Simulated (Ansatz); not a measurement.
Consider the redistribution: `[OH][Al]([F])[O][SiH3]` + `C[O][Nb](=[NH])([OH])[F]` → `C[O][Al]([F])[O][SiH3]` + `[NH]=[Nb]([OH])([OH])[F]`.

Calculated with Ansatz (gas phase, PBE0-D4/def2-TZVP geometries, no zero-point term in ΔE). CBS: MP2 limit from def2 TZ/QZ plus the TZ coupled-cluster correction, frozen cores. DFT in def2-TZVPP. B3LYP here is the variant with VWN-RPA as its local correlation; programs differ in this. def2 core potentials past Kr. For Nb outer-core shells are correlated without core-valence functions, which leaves a few kJ/mol of doubt a bond. Each species was taken in one conformer, which may not be the lowest.

| level | ΔE (kcal/mol) | difference from CCSD(T)/CBS |
| --- | --- | --- |
| PBE-D4 | 3.8 | -0.3 |
| r2SCAN-D4 | 3.6 | -0.5 |
| PBE0-D4 | 3.4 | -0.7 |
| B3LYP-D4 | 3.5 | -0.6 |
| ωB97X-V | 3.1 | -1.0 |
| B2PLYP | 4.0 | -0.1 |
| r2SCAN | 3.6 | -0.5 |
| PBE0 | 3.3 | -0.8 |
| B3LYP | 3.4 | -0.7 |
| MP2/def2-TZVPP | 4.9 | 0.8 |
| CCSD(T)/def2-TZVPP | 4.2 | 0.1 |
| HF/def2-QZVPP | 2.5 | -1.6 |
| MP2/def2-QZVPP | 4.8 | 0.7 |
| SCS-MP2/def2-QZVPP | 4.3 | 0.2 |
| HF/CBS(def2) | 2.5 | -1.6 |
| CCSD/CBS(def2) | 3.6 | -0.5 |
| CCSD(T)/CBS | 4.1 | 0 |

Largest T1 diagnostic among the species: 0.021, so the coupled-cluster value is less sure than usual.

In def2-TZVPP, CCSD(T) changes the Hartree–Fock value by +1.8 kcal/mol (the triples alone add +0.5 kcal/mol) and MP2 by +2.5 kcal/mol.
